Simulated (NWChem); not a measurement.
Molecule: C5H8; SMILES C1C(CC1)=C

```xyz
13

C      0.1012    -1.9311     0.0000
C     -0.0751    -0.6126     0.0000
C     -0.1223     0.4411     1.0861
C      0.2009     1.4958     0.0000
C     -0.1223     0.4411    -1.0861
H      0.1779    -2.4937    -0.9350
H      0.1779    -2.4937     0.9350
H      0.5801     0.3316     1.9271
H     -1.1374     0.5645     1.5004
H      1.2650     1.7737     0.0000
H     -0.4013     2.4157     0.0000
H     -1.1374     0.5645    -1.5004
H      0.5801     0.3316    -1.9271
```
Atoms are numbered in this order, from 1.

All runs: NWChem. Pople sets run with spherical d functions. Geometry: optimised at PBE0/def2-SVP. B3LYP is NWChem's, with the RPA form of VWN correlation.

Q: Order these by “orbital gap (eV)”, lowest first: B3LYP/def2-SVPD; B3LYP/3-21G; B3LYP/STO-3G; B3LYP/6-31+G*.

A: B3LYP/6-31+G* (6.58), B3LYP/def2-SVPD (6.77), B3LYP/3-21G (7.19), B3LYP/STO-3G (8.45)
